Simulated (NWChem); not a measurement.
# SiH₃Cl; SMILES [SiH3]Cl

Results from NWChem. Structure relaxed at the PBE0/def2-SVP level. Isotropic polarisability at PBE0/aug-cc-pVDZ. A Cauchy series cut after its second term is a line in ω².

```
row      ω² (10⁻³ Ha²)  α (bohr³)
-------  -------------  ---------
static            0.00      42.58
1065 nm           1.83   withheld
589 nm            5.98      43.84
400 nm           12.97      45.45
```

Question: Fit a straight line of the last column on the one before it, predict the withheld value, and compare with the run.

Answer: 
1. Means of the 3 shown rows: x = 6.317, y = 43.957. Slope Σ(x − x̄)(y − ȳ)/Σ(x − x̄)² = 18.67/84.28 = 0.2215; intercept 42.558.
2. The shown rows scatter about the line by 0.030 (root mean square); the largest residual is -0.04, at 589 nm.
3. At x = 1.83 (1065 nm; inside the shown range) the line gives 42.96.
4. The run gives 42.96, 0.00 from the line, 0.0 times the scatter. The intercept estimates α(0), and the slope, 222 bohr³/Ha², the next Cauchy moment.
